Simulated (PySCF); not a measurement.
# Reading the logs of faulty runs: Al3H4O cation

All numbers below are calculated, not measured. They come from PySCF 2.14.0, an open-source quantum chemistry program, on an isolated molecule that a program drew, which may never have been made. The molecule is Al3H4O cation (charge +1, singlet), drawn as the SMILES string `[OH][Al+][AlH][AlH2]`.

Each row is a Hartree-Fock (HF) and frozen-core CCSD(T) single point in the cc-pV(D+d)Z basis, meant for a local HF minimum. Run 1 is clean. Each other run has one planted mistake out of seven kinds, and not every kind appears here: one electron removed, one electron added, multiplicity raised by two, geometry at a saddle point, minimal basis STO-3G, one bond length entered in bohr, all coordinates scaled. The reference is restricted for singlets and unrestricted otherwise, and also for a bond in bohr. Adding or removing an electron swaps singlet and doublet. Electrons count all cores. HOMO and LUMO are orbital energies over both spins, the gradient is its largest component, and the lowest frequency (negative if imaginary) is given only where the gradient is small. Bond lengths are over the 7 bonds as drawn. T1 is the CCSD diagnostic: over 0.02 (restricted) or 0.045 (unrestricted) a single reference is doubtful.

Geometry of the clean run:
```xyz
8
Al3H4O cation, angstrom
O     1.5005   -2.8491    2.5806
Al    1.2889   -1.9284    1.2684
Al    0.9540   -0.3374   -0.9782
Al   -1.3089   -0.4932   -2.3501
H     1.6606   -3.3680    3.3485
H     2.3412    0.3989   -0.9484
H    -2.4590    0.4671   -1.8926
H    -1.3492   -1.5645   -3.4924
```

| run | electrons | basis functions | <S^2> | HOMO (eV) | LUMO (eV) | gradient (hartree/bohr) | lowest frequency (cm^-1) | mean bond (Å) | longest bond (Å) | T1 | HF (hartree) | CCSD(T) (hartree) | mistake |
|---|---|---|---|---|---|---|---|---|---|---|---|---|---|
| 1 | 50 | 103 | 0.000 | -13.58 | -4.35 | 2.7e-06 | 26 | 1.8122 | 2.773 | 0.0169 | -802.76278 | -803.16700 | no fault |
| 2 | 50 | 36 | 0.000 | -10.59 | 2.00 | 7.2e-02 | - | 1.8122 | 2.773 | 0.0213 | -793.06493 | -793.22831 | minimal basis STO-3G |
| 3 | 50 | 103 | 0.896 | -11.76 | -4.30 | 6.8e-03 | - | 2.0113 | 2.960 | 0.0446 | -802.66933 | -803.05998 | one bond length entered in bohr |
| 4 | 49 | 103 | 0.779 | -19.95 | -11.81 | 5.0e-02 | - | 1.8122 | 2.773 | 0.0230 | -802.29734 | -802.67831 | one electron removed |
| 5 | 50 | 103 | 0.000 | -13.55 | -4.32 | 1.8e-02 | - | 1.8484 | 2.829 | 0.0175 | -802.76039 | -803.16623 | all coordinates scaled |
| 6 | 50 | 103 | 2.013 | -10.78 | -6.19 | 3.7e-02 | - | 1.8122 | 2.773 | 0.0279 | -802.66796 | -803.06393 | ? |

**Which mistake was planted in run 6, and what did it cost?**

Electrons, basis and geometry are unchanged, and <S^2> is 2.013, beside S(S+1) = 2.00 for a multiplicity of 3. So the mistake is: multiplicity raised by two. Subtracting run 1 and multiplying by 627.51 kcal/mol a hartree, the energy moved by 59.5 kcal/mol in HF and 64.7 kcal/mol in CCSD(T).

Cautions from the logs. Run 2: T1 is over the limit, so its CCSD(T) energy is less reliable.
